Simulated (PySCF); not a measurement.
Species: C₇H₁₀O₂Si.
Cartesian coordinates in Å at the GFN2-xTB level; atoms count from 1:
```
atom  x, y, z in Å
C1     2.5098    0.7970    1.2442
C2     1.2586   -0.0385    1.1167
O3     0.9323   -0.8615    1.9512
C4     0.4838    0.2134   -0.0917
C5    -0.6099   -0.4631   -0.5248
C6    -1.3577   -1.5761    0.1165
C7    -2.2883   -0.9486    1.1275
O8    -3.4785   -0.8861    1.0145
C9    -0.9805    0.1862   -1.8270
Si10   0.5281    1.3657   -1.5936
H11    3.0294    0.5595    2.1687
H12    2.2442    1.8520    1.2305
H13    3.1624    0.6035    0.3954
H14   -1.9327   -2.1391   -0.6203
H15   -0.6595   -2.2155    0.6619
H16   -1.7553   -0.5103    1.9882
H17   -0.9579   -0.5094   -2.6649
H18   -1.9765    0.6263   -1.8018
H19    0.2162    2.7713   -1.3560
H20    1.6266    1.1840   -2.5382
```

NICS = −σ at a ghost point: NICS(0) at the centroid of the ring atoms, NICS(1) 1 Å to either side along the normal of their mean plane, zz for the tensor component along that normal. Level: GIAO PBE0/pcSseg-1 (PySCF, non-relativistic, gas phase) on the GFN2-xTB geometry, one conformer.

Ring bond lengths (Å), with Mayer bond orders in brackets: C4–C5 1.357 (1.66), C5–C9 1.502 (1.03), C9–Si10 1.929 (0.91), Si10–C4 1.894 (0.91).

Task: What do the NICS probes read (ppm)?

Result: 
```
         ring                                                      type  NICS(0)  NICS(1), two faces  NICS(1)zz, two faces  rms pucker (Å)  centre to ring atoms, mean (Å)
C4–C5–C9–Si10  4-membered ring with Si; formal bonds 1 double, 3 single     -0.7         -2.5 / -3.0             3.1 / 2.9            0.00                            1.18
```

Task: What do they say, and how far can they be read as aromaticity?

Result: 
- C4–C5–C9–Si10: mean NICS(1)zz 3.0 ppm, deshielded. C9, Si10 have four or more neighbours, so the value isn't read as a sign of a π ring current.

Task: What is the mean of the two in-plane components of NICS at the first NICS(1) probe listed for ring C4–C5–C9–Si10, 1 Å off the ring?

Result: The isotropic value is a third of the trace: (3 × -2.5 − (3.1))/2 = -5.3 ppm.

Task: Give the inner angles of the rings and the Hirshfeld charges of the ring atoms.

Result: 
- C4–C5–C9–Si10: C4 94.0° (-0.125 e), C5 105.1° (+0.054 e), C9 88.1° (-0.161 e), Si10 72.9° (+0.344 e); sum 360.0° against 360° for a flat convex ring.

Task: What are the shieldings of the ring atoms and their hydrogens in the same run (means over atoms taken as equivalent)?

Result: 
```
   atoms                      environment  σ isotropic (ppm)  principal values of the symmetric part, first atom (ppm)
      C4  fully substituted alkene carbon               43.6                                        -49.5, 50.2, 130.0
      C5  fully substituted alkene carbon                8.8                                       -101.5, -9.7, 137.6
      C9      sp3 carbon bound to silicon              166.4                                       147.2, 163.3, 188.8
    Si10                     SiH2 silicon              401.4                                       369.5, 399.4, 435.3
H17 (×2)               methylene hydrogen              29.79                                          26.4, 27.7, 35.4
H19 (×2)                    Si–H hydrogen              26.73                                          24.1, 24.8, 31.4
```
